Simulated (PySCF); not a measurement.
BaF$_{2}$, charge +1, doublet, at a GFN2-xTB geometry (such geometries of metal compounds can be far from the true shape) (a state made from the parent by changing its charge; the spin is typed, not shown lowest) (core potentials on Ba); DF-MN15/def2-TZVP in PySCF.

PySCF was given this input:
```python
from pyscf import gto, scf, dft

mol = gto.M(
    atom='''
Ba    0.24590842    0.26552386    0.24588166
F    -0.97404066    0.32198531   -1.79572217
F    -0.55605617   -1.97413376    0.26579181
''',
    basis='def2-tzvp',
    ecp={'Ba': 'def2-tzvp'},
    charge=1,
    spin=1,
    verbose=4,
)

mf = dft.UKS(mol)
mf.xc = 'mn15'
mf.grids.prune = dft.gen_grid.sg1_prune
mf = mf.density_fit(auxbasis='def2-universal-jkfit')
mf.kernel()
mf.analyze()
```

Predict the main parts of the log of this PySCF run.


```
PySCF version 2.14.0

[INPUT] verbose = 4
[INPUT] num. atoms = 3
[INPUT] num. electrons = 27
[INPUT] charge = 1
[INPUT] spin (= nelec alpha-beta = 2S) = 1
[INPUT] symmetry False subgroup None
[INPUT] Mole.unit = angstrom
[INPUT] Symbol           X                Y                Z      unit          X                Y                Z       unit  Magmom
[INPUT]  1 Ba     0.245908420000   0.265523860000   0.245881660000 AA    0.464699565525   0.501767374937   0.464648996453 Bohr   0.0
[INPUT]  2 F     -0.974040660000   0.321985310000  -1.795722170000 AA   -1.840670081591   0.608464052033  -3.393423097110 Bohr   0.0
[INPUT]  3 F     -0.556056170000  -1.974133760000   0.265791810000 AA   -1.050793871175  -3.730572139658   0.502273727052 Bohr   0.0

nuclear repulsion = 53.8036644614659
number of shells = 36
number of NR pGTOs = 152
number of NR cGTOs = 102
basis = def2-tzvp
ecp = {'Ba': 'def2-tzvp'}

******** <class 'pyscf.df.df_jk.DFUKS'> ********
method = DFUKS
initial guess = minao
damping factor = 0
level_shift factor = 0
DIIS = <class 'pyscf.scf.diis.CDIIS'>
diis_start_cycle = 1
diis_space = 8
diis_damp = 0
SCF conv_tol = 1e-09
SCF conv_tol_grad = None
SCF max_cycles = 50
direct_scf = False
number electrons alpha = 14  beta = 13
XC library pyscf.dft.libxc version 7.1.2
    S. Lehtola, C. Steigemann, M. J. T. Oliveira, and M. A. L. Marques,  SoftwareX 7, 1–5 (2018)
XC functionals = mn15
    H. S. Yu, X. He, S. L. Li, and D. G. Truhlar,  Chem. Sci. 7, 5032–5051 (2016)
    H. S. Yu, X. He, S. L. Li, and D. G. Truhlar,  Chem. Sci. 7, 5032–5051 (2016)
radial grids:
    Treutler-Ahlrichs [JCP 102, 346 (1995); DOI:10.1063/1.469408] (M4) radial grids

becke partition: Becke, JCP 88, 2547 (1988); DOI:10.1063/1.454033
pruning grids: <function sg1_prune>
grids dens level: 3
symmetrized grids: False
atomic radii adjust function: <function treutler_atomic_radii_adjust>
small_rho_cutoff = 0
Set gradient conv threshold to 3.16228e-05
Traceback (most recent call last):
  File "input.py", line 20, in <module>
  File "<string>", line 2, in kernel
  File "site-packages/pyscf/scf/hf.py", line 2099, in scf
  File "site-packages/pyscf/scf/hf.py", line 132, in kernel
  File "site-packages/pyscf/dft/uks.py", line 42, in get_veff
  File "site-packages/pyscf/dft/uks.py", line 192, in initialize_grids
  File "site-packages/pyscf/dft/rks.py", line 506, in initialize_grids
  File "site-packages/pyscf/dft/gen_grid.py", line 653, in build
  File "<string>", line 6, in gen_atomic_grids
  File "site-packages/pyscf/dft/gen_grid.py", line 318, in gen_atomic_grids
  File "site-packages/pyscf/dft/gen_grid.py", line 81, in sg1_prune
IndexError: index 56 is out of bounds for axis 0 with size 19
```

The input was rejected before any calculation.
